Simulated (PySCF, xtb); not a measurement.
H₂O₄P, SMILES O=P([O])(O)O (connectivity only; charge and spin as stated), charge -1, multiplicity 1. Other conformers were not sampled.

Harmonic wavenumbers (cm⁻¹) from xtb with GFN2-xTB at its own minimum, in rising order: 252, 254, 316, 374, 397, 460, 471, 666, 704, 862, 905, 1077, 1266, 3683, 3689.

### Question
What does PBE-D3(BJ)/def2-SVPD in PySCF give at its own minimum? (Estimate from the structure and the level; the computed values follow.)

### Answer
189, 286, 313, 358, 387, 447, 455, 697, 727, 988, 1003, 1020, 1240, 3724, 3724. Paired by order, the mean absolute difference is 39 cm⁻¹ and the zero-point energies are 22.0 and 22.2 kcal/mol.
